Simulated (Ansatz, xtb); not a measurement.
# CHB3: where a starting geometry ends

The starting geometry of this gas-phase singlet was built from a drawn formula by distance geometry and a force field; its bonds are those of `B1=BC=B1`.

```xyz
5

C    -0.0973    0.6395   -1.5605
B    -1.2192   -1.1340   -1.5260
B    -1.4701    0.4266   -1.7323
B     0.3766   -0.7132   -1.4673
H     0.6553    1.4499   -1.5510
```

Predict what it relaxes into with r2SCAN-D4/def2-SVP.

It rearranges to `[B+]1B2C=[B-]12`. Contacts that close: B3–B4 (2.19 → 1.66 Å).

The energy falls by 1.63 eV over 11 steps:

| step | E − E(last) (eV) |
| --- | --- |
| 1 | 1.631 |
| 2 | 1.259 |
| 3 | 1.210 |
| 4 | 1.153 |
| 5 | 1.123 |
| 7 | 1.013 |
| 8 | 0.095 |
| 9 | 0.008 |
| 10 | 0.000 |
| 11 | 0.000 |

Final geometry (Å):

```xyz
5

C     0.0874    0.7755   -1.5705
B    -1.3463   -1.3244   -1.5603
B    -1.2800    0.2353   -1.6633
B     0.0825   -0.6940   -1.4677
H     0.7018    1.6764   -1.5754
```

From the same start GFN2-xTB ends elsewhere, differing in C1–B2 (1.75 against 2.54 Å here), B3–B4 (2.48 against 1.66 Å here).

The end wasn't checked by frequencies. Run with Ansatz 0.2.0, 14 s on 1 thread of Arm Neoverse V2, on a shared host.
